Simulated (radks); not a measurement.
The numbers below are computed, except where a source is named.
The nuclear charge of the lithium ion Li2+ is varied continuously with 1 electrons held in 1s1. Code: a radial shooting solver on a logarithmic mesh with Libxc functionals. Model: scalar-relativistic Kohn-Sham, LDA (Slater exchange, Perdew-Wang correlation), spin-polarised, spherical densities, finite nucleus; open shells are filled with parallel spins first; Fermi nuclear charge, rms radius 2.444 fm. By the Hellmann-Feynman theorem dE/dZ = E(electron-nucleus)/Z, the electronic potential at the nucleus (averaged over a nucleus of fixed radius). The scalar-relativistic energy here is not variational (the density holds large components alone), so the two differ by a part that grows with Z.

[
 {"Z": "2", "E (hartree)": "-1.94186", "E(electron-nucleus)/Z (hartree)": "-1.96150", "HOMO": "1s", "e(HOMO) (eV)": "-41.103", "<r> HOMO (bohr)": "0.7715"},
 {"Z": "2.5", "E (hartree)": "-3.04740", "E(electron-nucleus)/Z (hartree)": "-2.46071", "HOMO": "1s", "e(HOMO) (eV)": "-68.160", "<r> HOMO (bohr)": "0.6139"},
 {"Z": "3", "E (hartree)": "-4.40264", "E(electron-nucleus)/Z (hartree)": "-2.96031", "HOMO": "1s", "e(HOMO) (eV)": "-102.01", "<r> HOMO (bohr)": "0.5097"},
 {"Z": "3.5", "E (hartree)": "-6.00777", "E(electron-nucleus)/Z (hartree)": "-3.46022", "HOMO": "1s", "e(HOMO) (eV)": "-142.65", "<r> HOMO (bohr)": "0.4357"},
 {"Z": "4", "E (hartree)": "-7.86291", "E(electron-nucleus)/Z (hartree)": "-3.96038", "HOMO": "1s", "e(HOMO) (eV)": "-190.10", "<r> HOMO (bohr)": "0.3805"}
]

The central difference of E at Z = 3 is -2.960 hartree, to compare with the third column; the second derivative is -1 hartree.
